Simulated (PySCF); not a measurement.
Zr(F)3(OH) (F3HOZr), SMILES [F][Zr]([OH])([F])[F], multiplicity 1. Geometry: B3LYP-D3(BJ)/def2-SVP. The multiplicity is an assumed one; no other spin state was optimised. The structure was generated by enumeration; whether it is a known compound was not checked. The def2 effective core potentials stand for the cores of Zr; spin–orbit coupling is left out. One conformer was computed; it need not be the lowest.

Computed with B3LYP-D3(BJ)/def2-SVP (PySCF).

Harmonic wavenumbers (cm⁻¹): 158, 158, 171, 172, 175, 313, 313, 671, 690, 690, 758, 3963. Rotational constants (GHz): 2.762, 2.762, 2.737; symmetry number 3.

### Question
Work out the zero-point energy and the ideal-gas rigid-rotor harmonic-oscillator thermochemistry at 298.15 K and 1 atm.

### Answer
ZPE = ½ Σ hcν = ½ × 8232 cm⁻¹ = 49.24 kJ/mol. H − E(el) = 70.53 kJ/mol. Entropy in J/(mol K): translation 172.44, rotation 104.39, vibration 68.12, total 344.96. G − E(el) = -32.32 kJ/mol. Cp = 100.28 J/(mol K).
